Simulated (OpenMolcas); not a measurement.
V2+: moving or changing the point charges

V2+ among 6 point charges of -1 e arranged as a tetragonal octahedron (D4h), 2.03 Å from the ion, with the axial distance 1.949 Å.
```
   2.0300    0.0000    0.0000  -1.00
   0.0000    2.0300    0.0000  -1.00
  -2.0300    0.0000    0.0000  -1.00
   0.0000   -2.0300    0.0000  -1.00
   0.0000    0.0000    1.9488  -1.00
   0.0000    0.0000   -1.9488  -1.00
```

* Program: OpenMolcas 26.06
* Method: CASSCF
* Basis: ANO-RCC-VDZP [5s4p2d1f]
* Scalar Hamiltonian: DKH2, point nucleus
* Active space: 3 electrons in 5 orbitals (3d)
* State averaging: 2S+1 = 4 even, 10 roots; 2S+1 = 2 even, 40 roots
* Spin-orbit coupling: RASSI with atomic mean-field integrals over the reference wave functions

Runs around this geometry, states (labels of D4, the rotations of D4h). Energies in cm-1 above the lowest state or level, χT in cm3 K/mol.

```json
{"R (Å)": "2.03", "q (e)": "-0.5", "Axial / equatorial distance": "0.96", "Ground state": "4B1", "First state of that spin": "4B2 2142", "First gap with spin-orbit (degeneracies)": "1.1 (2, 2)", "χT at 300 K": "1.756", "First state of another spin": "2B1 15884"}
{"R (Å)": "2.03", "q (e)": "-1", "Axial / equatorial distance": "0.96", "Ground state": "4B1", "First state of that spin": "4B2 4262", "First gap with spin-orbit (degeneracies)": "0.2 (2, 2)", "χT at 300 K": "1.815", "First state of another spin": "2B1 15944"}
{"R (Å)": "2.19", "q (e)": "-1", "Axial / equatorial distance": "0.96", "Ground state": "4B1", "First state of that spin": "4B2 3065", "First gap with spin-orbit (degeneracies)": "0.7 (2, 2)", "χT at 300 K": "1.790", "First state of another spin": "2B1 15973"}
{"R (Å)": "2.03", "q (e)": "-1", "Axial / equatorial distance": "1.04", "Ground state": "4B1", "First state of that spin": "4E 3863", "First gap with spin-orbit (degeneracies)": "0.5 (2, 2)", "χT at 300 K": "1.807", "First state of another spin": "2A1 15999"}
```

Taking the first state of the same spin as R^-n, n = -ln(3065 / 4262) / ln(2.19 / 2.03) = 4.3 between the shortest and longest distance.

Scaling the charges by -0.5 / -1 = 0.50 scales the first state of the same spin by 2142 / 4262 = 0.50; with fixed orbitals a first-order splitting would follow the charge.

Without dynamic correlation the repulsion within the d shell is too large (B by tens of per cent), so at a given field states of lower spin stand too high. The ground term spreads over less than 5000 cm-1, several times less than with real ligands, so orbital moments are less quenched and χT lies further from the spin-only value than at real sites (holds for R = 2.03, q = -0.5, ratio = 0.96). This is an electrostatic model: the charges have no orbitals. No measured value stands beside these numbers.
